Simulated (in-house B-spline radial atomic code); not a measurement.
A fraction x of an electron is removed from 3d in Sc+, starting from [Ar] 3d1 4s1 and keeping the highest spin. Computed with a B-spline radial code for spherical atoms: scalar-relativistic (X2C) B97-1, spin-polarised, spherical fractional occupations, Fermi nucleus of rms radius 3.5459 fm.

Caution: exact exchange at fractional occupations of open shells leaves self-interaction of up to several eV.

| x | E(x) - E(0) (eV) | 3d up level (eV) |
| --- | --- | --- |
| 0 | 0.0000 | -9.431 |
| 0.04 | 0.3853 | -9.836 |
| 0.18 | 1.8640 | -11.298 |
| 0.32 | ? | ? |
| 0.44 | 5.1714 | -14.179 |
| 0.5 | 6.0429 | -14.872 |
| 0.58 | ? | ? |
| 0.71 | 9.4272 | -17.379 |
| 0.76 | 10.3114 | -17.993 |
| 0.95 | 13.9558 | -20.384 |
| 1 | 14.9911 | - |

Question: What belongs in the row x = 0.32?

Answer: An energy change of 3.5517 eV; 3d up at -12.823 eV.

Question: What belongs in the row x = 0.58?

Answer: An energy change of 7.2702 eV; 3d up at -15.813 eV.

Question: Check Janak's theorem between x = 0.04 and 0.18.

Answer: The slope of the energy is 10.56 eV; the orbital levels give 10.57 eV (-ε of the emptying orbital, averaged over the two points).
